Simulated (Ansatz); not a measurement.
Reaction (substitution at a C–C bond): `CC(C)O[SiH3]` + `CC(=N)O` → `C/N=C(\C)O` + `CCO[SiH3]`

Computed with Ansatz on PBE0-D4/def2-TZVP structures; ΔE is electronic, products minus reactants. CBS: MP2 limit from def2 TZ/QZ plus the TZ coupled-cluster correction, frozen cores. DFT in def2-TZVPP. HSE06 is defined as in plane-wave codes. Each species was taken in one conformer, which may not be the lowest.

```tsv
level	ΔE (kcal/mol)
HSE06-D4	10.6
ωB97X-V	10.8
PBE-QIDH	11.1
CCSD/def2-TZVPP	11.5
```

(1) What does CCSD(T)/CBS give? (An estimate is asked.)

Largest T1 diagnostic among the species: 0.013.

Results:

(1) The calculation gave: +11.6 kcal/mol. The listed levels differ from it by -1.0, -0.8, -0.5, -0.1 kcal/mol.

At CCSD(T), def2-SVP lies −0.9 kcal/mol from the extrapolated value and def2-TZVPP −0.2 kcal/mol. From PBE to PBE0 (25 % exact exchange), in def2-TZVPP and without D4, ΔE moves by +0.8 kcal/mol.
